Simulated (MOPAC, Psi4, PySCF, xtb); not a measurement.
Two rigid molecules brought together: CH4 ··· C2H2 (SMILES C and C#C). Monomers: optimised at B3LYP-D3(BJ) (def2-TZVP), held rigid. Orientation: lowest of the rigid-body minima from ten starts at GFN2-xTB. Only R, the distance of the centres of mass, is varied, so the lowest point isn't the relaxed dimer.

Methods: RKS-B3LYP/6-31G* = restricted B3LYP/6-31G*, spherical d, no counterpoise correction run with PySCF 2.14.0; PM6, restricted, heats of formation (MOPAC); GFN1-xTB (xtb); SAPT0/jun-cc-pVDZ, frozen core (Psi4).

Interaction energies in kJ/mol; the last columns give the difference from SAPT0:

```tsv
R / Å	RKS-B3LYP/6-31G*	PM6	GFN1-xTB	SAPT0/jun-cc-pVDZ	RKS-B3LYP/6-31G* − SAPT0/jun-cc-pVDZ	PM6 − SAPT0/jun-cc-pVDZ	GFN1-xTB − SAPT0/jun-cc-pVDZ
3.31	13.68	5.57	4.09	14.44	-0.76	-8.87	-10.35
3.53	4.50	0.49	-0.68	5.67	-1.17	-5.18	-6.36
3.74	0.46	-0.88	-2.12	1.59	-1.13	-2.47	-3.71
3.91	-1.03	-1.00	-2.31	-0.02	-1.01	-0.99	-2.29
4.10	-1.68	-0.82	-2.11	-0.83	-0.84	0.02	-1.28
4.35	-1.72	-0.52	-1.67	-1.12	-0.61	0.59	-0.56
4.57	-1.44	-0.35	-1.32	-1.06	-0.38	0.71	-0.26
4.95	-0.81	-0.19	-0.87	-0.79	-0.02	0.60	-0.08
5.41	-0.30	-0.11	-0.54	-0.50	0.20	0.39	-0.04
6.13	-0.07	-0.05	-0.26	-0.24	0.17	0.18	-0.02
7.08	-0.03	-0.03	-0.11	-0.10	0.07	0.07	-0.01
8.40	-0.01	-0.01	-0.04	-0.03	0.02	0.02	0.00
```

RKS-B3LYP/6-31G* is furthest from SAPT0/jun-cc-pVDZ at 3.53 (-1.17 kJ/mol, below); its mean absolute difference over the points is 0.53 kJ/mol.

PM6 is furthest from SAPT0/jun-cc-pVDZ at 3.31 (-8.87 kJ/mol, below); its mean absolute difference over the points is 1.68 kJ/mol.

GFN1-xTB is furthest from SAPT0/jun-cc-pVDZ at 3.31 (-10.35 kJ/mol, below); its mean absolute difference over the points is 2.08 kJ/mol.
